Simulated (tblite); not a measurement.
Species: C₆H₁₁NSi₂.
Cartesian coordinates in Å at the GFN2-xTB level; atoms count from 1:
```
atom  x, y, z in Å
C1     3.0835   -0.5795    0.0690
C2     2.7435    0.7814   -0.0242
C3     1.3748    0.8492   -0.0428
N4     0.8726   -0.4085    0.0350
C5    -0.5207   -0.7387    0.0432
Si6   -1.6251    0.1404    1.3772
C7    -2.7269    0.7409   -0.0751
Si8   -1.5996   -0.0440   -1.4156
C9     1.9071   -1.2821    0.1034
H10    4.0724   -0.9929    0.1059
H11    3.4230    1.6101   -0.0718
H12    0.7241    1.6999   -0.1062
H13   -0.5900   -1.8267    0.1146
H14   -0.9182    1.1919    2.1037
H15   -2.2789   -0.7790    2.3093
H16   -3.7386    0.3434   -0.0589
H17   -2.8288    1.8206   -0.1481
H18   -2.2374   -1.0792   -2.2306
H19   -0.8780    0.9033   -2.2618
H20    1.7361   -2.3398    0.1707
```

Level: GFN2-xTB in tblite, geometry and Hessian alike; calculated harmonic values, unscaled, isolated species. This tight-binding method is rough: wavenumbers can miss measured ones by several per cent, in bad cases by 10 to 20. Modes of hydrogen on silicon can be 10 to 20 % off. One conformer, not necessarily the lowest.

Harmonic wavenumbers (cm⁻¹): 39.3, 52.0, 103.9, 160.7, 289.7, 289.9, 369.9, 427.9, 439.5, 466.0, 479.4, 577.6, 582.8, 590.0, 612.0, 639.0, 692.4, 693.1, 707.5, 748.1, 750.4, 762.6, 783.0, 784.2, 801.2, 808.5, 830.4, 843.1, 930.9, 985.5, 1023.8, 1082.9, 1088.5, 1098.0, 1108.6, 1181.5, 1251.9, 1328.9, 1415.6, 1433.0, 1464.3, 1491.7, 1541.9, 2250.4, 2257.6, 2282.3, 2286.0, 2946.2, 3007.0, 3017.9, 3142.2, 3145.1, 3155.8, 3167.2.

A = 2477, B = 761.7, C = 703.1 MHz; mass 153.043 u (most abundant isotopes); point group Cs, symmetry number 1.

Q: What is the zero-point energy?

A: Half the sum of the wavenumbers: 32204 cm⁻¹ = 385.25 kJ/mol.

Q: Entropy at 298.15 K, 1 bar (ideal gas, RRHO, classical rotation)?

A: Translation 171.60, rotation 124.99, vibration 121.37: S = 418.0 J/(mol K).

Q: And Cp and H(298.15 K) − H(0)?

A: Cp = 180.17 J/(mol K), of which vibrations give 146.91 (their classical limit is 54 R = 449.0); H(298.15 K) − H(0) = 29.51 kJ/mol without the zero-point energy, 19.60 from vibrations.

Q: Which modes carry the vibrational entropy at 298.15 K?

A: 39.3 cm⁻¹: 22.15; 52.0 cm⁻¹: 19.83; 103.9 cm⁻¹: 14.14; 160.7 cm⁻¹: 10.63; 289.7 cm⁻¹: 6.17; 289.9 cm⁻¹: 6.17 J/(mol K); the other 48 give 42.27 together.

Q: How do the functions run with temperature in this model?

A: 
```json
{"T (K)": "50", "S (J/(mol K))": "252.9", "Cp (J/(mol K))": "53.9", "H − H(0) (kJ/mol)": "2.15", "G − H(0) (kJ/mol)": "-10.49", "ln q(vib)": "0.71"}
{"T (K)": "100", "S (J/(mol K))": "295.1", "Cp (J/(mol K))": "70.3", "H − H(0) (kJ/mol)": "5.25", "G − H(0) (kJ/mol)": "-24.26", "ln q(vib)": "1.88"}
{"T (K)": "373.15", "S (J/(mol K))": "462.7", "Cp (J/(mol K))": "219.1", "H − H(0) (kJ/mol)": "44.53", "G − H(0) (kJ/mol)": "-128.13", "ln q(vib)": "8.73"}
{"T (K)": "500", "S (J/(mol K))": "534.4", "Cp (J/(mol K))": "270.6", "H − H(0) (kJ/mol)": "75.76", "G − H(0) (kJ/mol)": "-191.44", "ln q(vib)": "12.31"}
{"T (K)": "750", "S (J/(mol K))": "657.8", "Cp (J/(mol K))": "336.6", "H − H(0) (kJ/mol)": "152.39", "G − H(0) (kJ/mol)": "-340.94", "ln q(vib)": "19.31"}
{"T (K)": "1000", "S (J/(mol K))": "760.6", "Cp (J/(mol K))": "377.4", "H − H(0) (kJ/mol)": "242.01", "G − H(0) (kJ/mol)": "-518.61", "ln q(vib)": "25.86"}
```

q(vib) and H(0) count from the zero-point level.

Q: Blend soft modes into free rotors: weight 1/[1 + (100 cm⁻¹/ν̃)⁴] for the oscillator and the rest for a rotor with moment μB/(μ + B), μ = h/(8π²ν), B = 10⁻⁴⁴ kg m². What vibrational entropy results?

A: 109.30 J/(mol K) in place of 121.37, which changes −T·S at 298.15 K by +3.60 kJ/mol.

Q: What must be added to the electronic energy to get the Gibbs energy at 298.15 K and 1 bar?

A: ZPE + [H(298.15 K) − H(0)] − T·S = 385.25 + 29.51 − 124.61 = 290.15 kJ/mol.

Hindered rotation and anharmonicity are outside this model. Other conformers, if any are populated, would add a mixing term that is left out.
